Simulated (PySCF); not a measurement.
Species: TeCl2Me2, C2H6Cl2Te.
Bonds: Te1–Cl2, Te1–Cl3, Te1–C4, Te1–C8. Hydrogens: H5, H6, H7 on C4; H9, H10, H11 on C8.

Method: PySCF, PBE0-D3(BJ)/def2-SVP geometry optimisation, gas phase, def2 core potentials past Kr; density fitting, grid level 1; the optimiser is geomeTRIC in internal coordinates, started from a GFN2-xTB structure with every atom displaced at random (about 0.03 Å).

Step 0: E = -34491.0603 eV
```
atom  x, y, z in Å  |  force x, y, z in eV/Å
Te1    -0.6630   -1.0222    0.0293    0.057   1.736  -0.672
Cl2    -0.6152   -0.7656    2.4744    0.076  -0.066   0.446
Cl3    -0.6726   -0.8327   -2.4817    0.081  -0.127   0.077
C4      1.4997   -0.7731   -0.0143   -1.923  -1.062   0.305
H5      1.8012   -1.7988   -0.1284    0.761  -0.572   0.080
H6      1.7103   -0.3164    0.9208    0.521   0.342   1.131
H7      1.7188   -0.1874   -0.8580    0.373   0.950  -1.457
C8     -1.0718    1.1647   -0.0171   -3.030  -2.099   3.048
H9     -2.1939    1.3047    0.1487    1.190  -0.387  -0.492
H10    -0.7768    1.5498   -0.9120    1.111   1.110  -3.000
H11    -0.6387    1.5916    0.8691    0.785   0.175   0.534
```

Step 1: E = -34491.4342 eV
```
atom  x, y, z in Å  |  force x, y, z in eV/Å
Te1    -0.6957   -0.9333    0.0312    0.178  -0.561  -0.142
Cl2    -0.6176   -0.7438    2.5263    0.049  -0.020  -0.013
Cl3    -0.6847   -0.7541   -2.4706    0.065  -0.147  -0.041
C4      1.4428   -0.7686   -0.0095   -0.417  -0.038  -0.046
H5      1.8222   -1.7906   -0.1253    0.141   0.033   0.040
H6      1.7166   -0.3205    0.9517    0.120  -0.040  -0.004
H7      1.6806   -0.1531   -0.8847    0.058  -0.013   0.022
C8     -1.0797    1.1198   -0.0080   -0.256   0.460   0.389
H9     -2.1638    1.2348    0.1204   -0.031   0.081  -0.137
H10    -0.7391    1.4913   -0.9811    0.006   0.104   0.108
H11    -0.5837    1.5325    0.8804    0.087   0.142  -0.176
```

Task: Estimate the geometry and energy of step 2. (The exact step hangs on the optimiser's Hessian estimate; all steps are aligned on step 1, rigid shifts and turns removed.)

Result: E = -34491.4638 eV, largest force 0.448 eV/Å
```
atom  x, y, z in Å  |  force x, y, z in eV/Å
Te1    -0.6857   -0.9587    0.0143   -0.169   0.414  -0.011
Cl2    -0.5977   -0.7531    2.5111    0.031  -0.058  -0.016
Cl3    -0.6481   -0.8242   -2.4923    0.047  -0.033   0.089
C4      1.4398   -0.7929   -0.0137    0.020   0.124  -0.066
H5      1.8542   -1.8048   -0.1225   -0.029   0.043   0.003
H6      1.7286   -0.3452    0.9475    0.001  -0.037  -0.105
H7      1.6889   -0.1753   -0.8898    0.012  -0.084   0.134
C8     -1.1113    1.1581    0.0133    0.239  -0.182  -0.074
H9     -2.1936    1.2708    0.1242   -0.156  -0.045  -0.044
H10    -0.7671    1.5565   -0.9554   -0.045  -0.086   0.220
H11    -0.6101    1.5834    0.8941    0.049  -0.057  -0.130
```

The energy changes by -0.0296 eV. The first-order estimate −F·Δx gives -0.0921 eV and the mean of the old and new forces, exact on a quadratic surface, -0.0320 eV. The step makes an angle of 58° with the force vector and moves no atom by more than 0.082 Å.

The cost below is that of the whole optimisation. Hardware: AMD EPYC 7R13, one thread (shared host). Cost: 35 s wall, 0.51 GiB resident at most.
